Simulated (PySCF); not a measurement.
C5H11NOSi2.
Atom-mapped SMILES: `[CH3:1][CH2:2][Si@@H:3]1[O:4][SiH2:5][CH2:6][C@@H:7]1[C:8]#[N:9]` (hydrogens: H10, H11, H12 on C1; H13, H14 on C2; H15 on Si3; H16, H17 on Si5; H18, H19 on C6; H20 on C7)

Computed with PySCF at PBE0/pcSseg-1, non-relativistic, on one gas-phase PBE0-D3(BJ)/def2-SVP geometry that isn't relaxed in the solvent. The solvent is an IEF-PCM continuum (van der Waals radii × 1.2). The model holds no explicit solvent molecules, cavitation or dispersion.

Gas phase at PBE0/pcSseg-1: HOMO -8.25 eV, LUMO 0.08 eV, dipole 2.82 D.

Q: What does the continuum do to the energy, the frontier levels and the dipole at PBE0/pcSseg-1 in tetrahydrofuran and dimethylsulfoxide?

A: 
```csv
solvent,ε,E(solvent) − E(gas) (kcal/mol),polarisation term (kcal/mol),distortion of the solute (kcal/mol),HOMO (eV),LUMO (eV),dipole (D)
tetrahydrofuran,7.426,-6.19,-7.20,1.01,-8.10,0.30,3.59
dimethylsulfoxide,46.83,-7.55,-9.07,1.52,-8.07,0.33,3.76
```

Polarisation term: ½ Σ q·V over the induced surface charges. Distortion: the rise of the solute's own energy as its density leaves the gas-phase optimum. From tetrahydrofuran to dimethylsulfoxide the lowering changes by a factor 1.22, Onsager's factor (ε − 1)/(2ε + 1) by 1.19 and ε itself by 6.3.

Q: Which radius a makes the point-dipole formula ΔE = −[(ε − 1)/(2ε + 1)]·μ²/a³ give the value in dimethylsulfoxide, with the gas-phase dipole?

A: μ = 1.108 au and |ΔE| = 0.01203 Eh give a = 1.94 Å; the farthest nucleus lies 3.87 Å from the centroid of the nuclei, so such a sphere wouldn't even hold the nuclei. The formula assumes a rigid point dipole at the centre of a sphere.

Q: Which Hirshfeld charges (PBE0/pcSseg-1) respond most in dimethylsulfoxide (means over atoms taken as equivalent)?

A: 
```csv
atoms,environment,gas (e),solvent (e),change
N9,nitrile nitrogen,-0.232,-0.293,-0.061
C8,nitrile carbon,+0.078,+0.096,+0.018
H20,methine hydrogen,+0.060,+0.075,+0.015
O4,siloxane oxygen,-0.315,-0.326,-0.011
H18,methylene hydrogen,+0.048,+0.056,+0.008
H19,methylene hydrogen,+0.047,+0.053,+0.006
```

Hardware: Arm Neoverse N1, one thread, on a shared host. Cost: 83 s, 1.3 GiB resident at most. This is the whole shielding run at PBE0/pcSseg-1 in dimethylsulfoxide, SCF included.
